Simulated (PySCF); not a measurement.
CH5FO2Si2, SMILES O=CO[SiH2][SiH2]F.

Geometry optimised at B3LYP-D3(BJ)/def2-SVP. This is a generated structure with no PubChem entry under its InChIKey; it may be hypothetical. The values are those of a single conformer.

All values below come from TDA-M06-2X/def2-SVPD (PySCF).

Vertical excitations. Gas-phase values at a fixed geometry.

```json
[
 {"state": "S1", "energy (eV)": "5.63", "λ (nm)": "220", "f": "0.002", "main pairs": "HOMO−1→LUMO+2 74 %"},
 {"state": "S2", "energy (eV)": "6.47", "λ (nm)": "192", "f": "0.025", "main pairs": "HOMO→LUMO 93 %"},
 {"state": "S3", "energy (eV)": "6.77", "λ (nm)": "183", "f": "0.029", "main pairs": "HOMO→LUMO+1 93 %"},
 {"state": "S4", "energy (eV)": "7.38", "λ (nm)": "168", "f": "0.019", "main pairs": "HOMO→LUMO+2 76 %"},
 {"state": "S5", "energy (eV)": "7.67", "λ (nm)": "162", "f": "0.007", "main pairs": "HOMO−3→LUMO 28 %, HOMO−1→LUMO 26 %, HOMO−3→LUMO+1 16 %, HOMO−2→LUMO 13 %"},
 {"state": "S6", "energy (eV)": "7.80", "λ (nm)": "159", "f": "0.004", "main pairs": "HOMO−2→LUMO 45 %, HOMO−2→LUMO+1 31 %, HOMO−3→LUMO 10 %"},
 {"state": "S7", "energy (eV)": "7.92", "λ (nm)": "157", "f": "0.022", "main pairs": "HOMO−2→LUMO+2 25 %, HOMO−1→LUMO+1 22 %, HOMO−1→LUMO 14 %, HOMO→LUMO+4 14 %"},
 {"state": "S8", "energy (eV)": "8.01", "λ (nm)": "155", "f": "0.030", "main pairs": "HOMO→LUMO+3 71 %, HOMO→LUMO+4 12 %"},
 {"state": "S9", "energy (eV)": "8.15", "λ (nm)": "152", "f": "0.199", "main pairs": "HOMO−1→LUMO 37 %, HOMO→LUMO+4 31 %, HOMO−3→LUMO 11 %, HOMO→LUMO+3 9 %"},
 {"state": "S10", "energy (eV)": "8.29", "λ (nm)": "150", "f": "0.222", "main pairs": "HOMO→LUMO+4 28 %, HOMO−1→LUMO 15 %, HOMO−3→LUMO+1 12 %, HOMO−1→LUMO+1 8 %"},
 {"state": "T1", "energy (eV)": "5.18", "λ (nm)": "239", "f": "0", "main pairs": "HOMO−1→LUMO+2 73 %"},
 {"state": "T2", "energy (eV)": "5.81", "λ (nm)": "213", "f": "0", "main pairs": "HOMO→LUMO 92 %"},
 {"state": "T3", "energy (eV)": "6.06", "λ (nm)": "205", "f": "0", "main pairs": "HOMO→LUMO+1 89 %"},
 {"state": "T4", "energy (eV)": "6.11", "λ (nm)": "203", "f": "0", "main pairs": "HOMO−2→LUMO+2 41 %, HOMO−4→LUMO+2 32 %, HOMO→LUMO+2 6 %"}
]
```
Triplets are in the Tamm–Dancoff approximation.
